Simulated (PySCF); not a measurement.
**Electron correlation in Bi³⁺ (bismuth, charge +3)**

[Xe] 4f14 5d10 6s2, closed-shell 1S. Calculation: PySCF 2.14, in x2c-TZVPPall; scalar relativity by spin-free X2C-1e. Frozen: [Kr] 4d10 4f14; 20 electrons correlated.

```json
{"level": "CCSD", "correlation energy (mhartree)": "-421.17"}
{"level": "(T)", "correlation energy (mhartree)": "-7.11"}
{"level": "CCSD(T)", "correlation energy (mhartree)": "-428.28"}
```

Diagnostics: T1 = 0.0059, D1 = 0.0152, largest double amplitude 0.056.

Cost of the coupled-cluster step: of the order of 4 core-seconds, for 20 correlated electrons.

Iterations:

```
CC2 = 0
CCSD nocc = 10, nmo = 53
frozen orbitals [0, 1, 2, 3, 4, 5, 6, 7, 8, 9, 10, 11, 12, 13, 14, 15, 16, 17, 18, 19, 20, 21, 22, 24, 25, 26, 27, 28, 29, 30]
max_cycle = 100
direct = 0
conv_tol = 1e-08
conv_tol_normt = 1e-06
diis_space = 8
diis_start_cycle = 0
Init t2, MP2 energy = -21527.9164506849  E_corr(MP2) -0.448961120338602
Init E_corr(CCSD) = -0.448961120340895
cycle = 1  E_corr(CCSD) = -0.411770381424966  dE = 0.0371907389  norm(t1,t2) = 0.0306065
cycle = 2  E_corr(CCSD) = -0.421488655008761  dE = -0.00971827358  norm(t1,t2) = 0.00803653
cycle = 3  E_corr(CCSD) = -0.42071458662122  dE = 0.000774068388  norm(t1,t2) = 0.0021492
cycle = 4  E_corr(CCSD) = -0.421161892548071  dE = -0.000447305927  norm(t1,t2) = 0.000664937
cycle = 5  E_corr(CCSD) = -0.421176420978771  dE = -1.45284307e-05  norm(t1,t2) = 5.48868e-05
cycle = 6  E_corr(CCSD) = -0.421170401701222  dE = 6.01927755e-06  norm(t1,t2) = 1.1656e-05
cycle = 7  E_corr(CCSD) = -0.421170970170752  dE = -5.68469529e-07  norm(t1,t2) = 1.52649e-06
cycle = 8  E_corr(CCSD) = -0.421171058944115  dE = -8.87733635e-08  norm(t1,t2) = 1.47124e-07
cycle = 9  E_corr(CCSD) = -0.421171057711771  dE = 1.23234417e-09  norm(t1,t2) = 2.06936e-08
CCSD converged
E(CCSD) = -21527.88866062232  E_corr = -0.4211710577117712
CCSD(T) correction = -0.00710510392022522
```

This basis was not built for core-valence correlation, so the inner-shell part is incomplete.
